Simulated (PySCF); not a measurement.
C₂H₉BeNSi. Atoms are numbered in the order given.

```xyz
14

Be    -0.2368     0.1352     0.1747
N      0.8515    -0.4759    -0.6683
C      2.2575    -0.1475    -0.5220
C      0.6035    -1.4545    -1.7109
H      2.8625    -1.0401    -0.2663
H      2.6791     0.2756    -1.4555
H      2.4095     0.5961     0.2773
H      0.9457    -1.0940    -2.7014
H      1.1306    -2.4087    -1.5112
H     -0.4720    -1.6810    -1.7939
Si    -1.7944     1.0043     1.4013
H     -2.8541     0.0092     1.7700
H     -2.5040     2.1485     0.7428
H     -1.2547     1.5358     2.6962
```
Charge 0, spin multiplicity 1.

Geometry: B3LYP-D3(BJ)/def2-SVP. The values are those of a single conformer.

All values below come from PySCF 2.14.0 with TDDFT-PBE/def2-SVPD.

Vertical excitations. Isolated molecule, no solvent.

Computed lowest excited states:
```csv
state,energy (eV),λ (nm),f,main pairs
S1,3.72,333,0.000,HOMO→LUMO 100 %
S2,4.83,257,0.191,HOMO→LUMO+1 95 %
S3,4.93,252,0.003,HOMO→LUMO+2 99 %
S4,5.49,226,0.018,HOMO→LUMO+3 100 %
S5,5.51,225,0.050,HOMO−1→LUMO 95 %
S6,6.00,207,0.004,HOMO→LUMO+4 89 %
S7,6.01,206,0.034,HOMO−1→LUMO+1 78 %
S8,6.23,199,0.005,HOMO→LUMO+5 92 %
S9,6.35,195,0.122,HOMO−1→LUMO+2 87 %
S10,6.42,193,0.004,HOMO−2→LUMO 94 %
T1,3.61,343,0,HOMO→LUMO 100 %
T2,3.88,319,0,HOMO→LUMO+1 99 %
T3,4.36,284,0,HOMO−1→LUMO 98 %
T4,4.78,260,0,HOMO→LUMO+2 93 %
```
Triplets are in the Tamm–Dancoff approximation, which puts them higher than full response would, so one can lie above its singlet here.
